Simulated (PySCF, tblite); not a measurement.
Isomers of C4H10FNSi2, one GFN2-xTB conformer each. Single-point energies are computed at PBE0/pcSseg-1 (PySCF, gas phase, no added dispersion term), electronic only.

```
                   SMILES  GFN2-xTB relative energy (kJ/mol)
N#CC[SiH2]C[C@H](F)[SiH3]                              111.2
   C#C[SiH2]C[Si@@H](F)NC                                0.0
 CN[Si@@H]1[SiH2]C(F)=C1C                              119.2
```

Conformers: `[N:1]#[C:2][CH2:3][SiH2:4][CH2:5][C@H:6]([F:7])[SiH3:8]` with C2–C3–Si4–C5 57°, C3–Si4–C5–C6 82°, Si4–C5–C6–F7 -43°; `[CH:1]#[C:2][SiH2:3][CH2:4][Si@@H:5]([F:6])[NH:7][CH3:8]` with C2–Si3–C4–Si5 -54°, Si3–C4–Si5–F6 78°, C4–Si5–N7–C8 -170°; `[CH3:1][NH:2][Si@@H:3]1[SiH2:4][C:5]([F:6])=[C:7]1[CH3:8]` with C1–N2–Si3–Si4 -92°.

What does PBE0/pcSseg-1 give for the same structures?

```
                   SMILES  PBE0/pcSseg-1 E (Eh)  PBE0/pcSseg-1 (kJ/mol)  GFN2-xTB (kJ/mol)  point group
   C#C[SiH2]C[Si@@H](F)NC            -891.40471                     0.0                0.0           C1
 CN[Si@@H]1[SiH2]C(F)=C1C            -891.35897                   120.1              119.2           C1
N#CC[SiH2]C[C@H](F)[SiH3]            -891.34882                   146.7              111.2           C1
```

Both levels put the same isomer lowest; measured from each level's own lowest isomer, the values differ by up to 35.5 kJ/mol (N#CC[SiH2]C[C@H](F)[SiH3]: 111.2 against 146.7). As drawn, the lowest has a C≡C bond, an N–H bond and an Si–F bond, which the highest lacks; the highest has a C≡N group, which the lowest lacks.

Which frontier levels, dipoles and rotational constants go with these structures?

```json
{"SMILES": "C#C[SiH2]C[Si@@H](F)NC", "HOMO (eV, PBE0/pcSseg-1)": "-6.97", "LUMO (eV)": "0.07", "dipole (D)": "2.30", "A, B, C (MHz)": "2764, 723.0, 598.6"}
{"SMILES": "CN[Si@@H]1[SiH2]C(F)=C1C", "HOMO (eV, PBE0/pcSseg-1)": "-6.63", "LUMO (eV)": "0.00", "dipole (D)": "2.69", "A, B, C (MHz)": "2164, 936.5, 707.1"}
{"SMILES": "N#CC[SiH2]C[C@H](F)[SiH3]", "HOMO (eV, PBE0/pcSseg-1)": "-8.27", "LUMO (eV)": "0.29", "dipole (D)": "4.05", "A, B, C (MHz)": "2120, 739.8, 655.7"}
```

What happens when harmonic zero-point energies from GFN2-xTB frequencies are added?

```
                   SMILES  ZPE (kJ/mol)  electronic (kJ/mol)  with ZPE (kJ/mol)
   C#C[SiH2]C[Si@@H](F)NC         332.0                  0.0                0.0
 CN[Si@@H]1[SiH2]C(F)=C1C         337.7                120.1              125.8
N#CC[SiH2]C[C@H](F)[SiH3]         321.6                146.7              136.4
```

The zero-point energies span 16.1 kJ/mol. The order is unchanged.
